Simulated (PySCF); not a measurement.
F2Ni, SMILES [Ni+]([F])[F] (connectivity only; charge and spin as stated), charge +1, multiplicity 4. Atoms are numbered in the order given.

```xyz
3

Ni     0.0000     0.0000     0.0000
F      0.0000     0.0000    -1.6495
F      0.0000     0.0000     1.6495
```
Charge +1, spin multiplicity 4.

The structure is a stationary point at B3LYP-D3(BJ)/def2-TZVP. The multiplicity is an assumed one; other spin states were not compared.

Method: M06-2X/def2-TZVPD run with PySCF.

Mulliken values depend strongly on the basis, most of all with diffuse functions as here. ESP charges are fitted to the potential on shells at 1.4 to 2.0 van der Waals radii. Atomic charges (e):

```csv
atom,ESP fit,meta-Löwdin,Mulliken spin
Ni1,1.39,…,2.26
F2,-0.20,…,0.37
F3,-0.20,…,0.37
```

Question: What belongs in the gaps? (An estimate is asked for; the answer gives what the named calculation found.)

Answer: 
- Ni1, meta-Löwdin: 1.92
- F2, meta-Löwdin: -0.46
- F3, meta-Löwdin: -0.46
